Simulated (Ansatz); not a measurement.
SnSe₂⁺. Total charge 1; doublet. Geometry PBE-D4/def2-TZVP, that of the neutral singlet; atoms count from 1.

```tsv
atom	x (Å)	y (Å)	z (Å)
Sn1	-0.3195	-1.4180	0.3563
Se2	0.0215	0.4408	-1.3697
Se3	0.2979	0.9773	1.0134
```

In the def2 sets Sn takes a core potential; there is no spin–orbit coupling. The structure comes from a short search, and lower isomers may exist.

**Question.** Estimate the Mulliken populations from the PBE0/def2-TZVP orbitals of Ansatz.

**Answer.** 
| atom | charge (e) | spin (α − β) |
| --- | --- | --- |
| Sn1 | 0.81 | -0.10 |
| Se2 | 0.09 | 0.55 |
| Se3 | 0.09 | 0.55 |
Mulliken values and Mayer orders depend strongly on the basis.

**Question.** Where does the spin sit?

**Answer.** Summed by element: Sn -0.10, Se 1.10, of 1 unpaired in all. Largest on single atoms: Se2 0.55, Se3 0.55, Sn1 -0.10.

**Question.** And the Mayer bond orders between bonded heavy atoms (over 0.3)?

**Answer.** Sn1–Se2 0.93 (2.56 Å); Sn1–Se3 0.93 (2.56 Å); Se2–Se3 1.41 (2.46 Å).
